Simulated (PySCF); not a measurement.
How the method changes the constants of RbCa⁺

State: ¹Σ⁺ (singlet), closed shell. Set-up: basis Rb def2-SVP with ECP28, Ca def2-SVP; scalar-relativistic core potentials; PySCF 2.14. De refers to Rb⁺ + Ca in their ground configurations, without counterpoise correction. A positive dipole points towards Ca; it is taken about the centre of mass and depends on that origin.

```json
{"Level": "RHF-MP2", "Re (Å)": "4.355", "ωe (cm⁻¹)": "68.9", "De (eV)": "0.416", "μ (D)": "n/a", "CPU s a point (SCF and correlation, without the integrals)": "0.13"}
{"Level": "RHF-SCS-MP2", "Re (Å)": "4.394", "ωe (cm⁻¹)": "67.3", "De (eV)": "0.399", "μ (D)": "n/a", "CPU s a point (SCF and correlation, without the integrals)": "n/a"}
{"Level": "RHF-CCSD", "Re (Å)": "4.375", "ωe (cm⁻¹)": "69.8", "De (eV)": "0.436", "μ (D)": "n/a", "CPU s a point (SCF and correlation, without the integrals)": "n/a"}
{"Level": "RHF-CCSD(T)", "Re (Å)": "4.364", "ωe (cm⁻¹)": "70.4", "De (eV)": "0.445", "μ (D)": "n/a", "CPU s a point (SCF and correlation, without the integrals)": "1.6"}
{"Level": "LDA", "Re (Å)": "4.155", "ωe (cm⁻¹)": "77.7", "De (eV)": "0.54", "μ (D)": "0.09", "CPU s a point (SCF and correlation, without the integrals)": "0.37"}
{"Level": "PBE", "Re (Å)": "4.293", "ωe (cm⁻¹)": "71.9", "De (eV)": "0.50", "μ (D)": "0.06", "CPU s a point (SCF and correlation, without the integrals)": "0.7"}
{"Level": "PBEsol", "Re (Å)": "4.253", "ωe (cm⁻¹)": "73.2", "De (eV)": "0.50", "μ (D)": "0.03", "CPU s a point (SCF and correlation, without the integrals)": "0.5"}
{"Level": "r²SCAN", "Re (Å)": "4.385", "ωe (cm⁻¹)": "69.1", "De (eV)": "0.428", "μ (D)": "-0.51", "CPU s a point (SCF and correlation, without the integrals)": "0.83"}
{"Level": "PBE0", "Re (Å)": "4.315", "ωe (cm⁻¹)": "72.1", "De (eV)": "0.469", "μ (D)": "-0.09", "CPU s a point (SCF and correlation, without the integrals)": "1.5"}
{"Level": "B97-3", "Re (Å)": "4.346", "ωe (cm⁻¹)": "71.7", "De (eV)": "0.414", "μ (D)": "-0.48", "CPU s a point (SCF and correlation, without the integrals)": "0.5"}
{"Level": "ωB97X", "Re (Å)": "4.297", "ωe (cm⁻¹)": "72.0", "De (eV)": "0.376", "μ (D)": "-0.73", "CPU s a point (SCF and correlation, without the integrals)": "0.9"}
```

Problem. Which functional lies closest to RHF-CCSD(T) in De, which farthest, and by how much do they differ from it?

Solution. Closest is r²SCAN (+2.1 pm in Re, -1.8 % in ωe, -0.02 eV in De against RHF-CCSD(T) in the same basis), farthest LDA (-20.9 pm in Re, +10.4 % in ωe, +0.10 eV in De). CCSD(T) converges more slowly with the basis than the functionals do and binds too weakly in this one, so the order can change at the basis-set limit.

Problem. What does a quarter of exact exchange do here, going from PBE to PBE0?

Solution. PBE0 less PBE: +2.2 pm in Re, +0.3 % in ωe, -0.03 eV in De. Exact exchange removes part of the self-interaction that spreads semilocal densities, and in most molecules shortens and stiffens the bond and lowers De; here Re goes the other way.

Problem. What does the step from GGA to meta-GGA do here, going from PBE to r²SCAN?

Solution. r²SCAN less PBE: +9.2 pm in Re, -3.9 % in ωe, -0.07 eV in De. 

Correlated steps freeze 5 core orbitals. Closed-shell solutions of metal pairs were not tested for spin polarisation, which can lower them a little. Correlated levels converge slowly with the basis: in double zeta they bind strong bonds too weakly, by up to about 1 eV, and carry superposition errors of some tenths. For an ion De counts to the pair picked by the measured ionisation energies or electron affinities, which need not be the lowest pair at this level.

The whole job (state search and all levels along the bond) took about 2 min on 1 thread of Oxide Virtual Turin-like (shared host), peak memory 0.57 GiB.
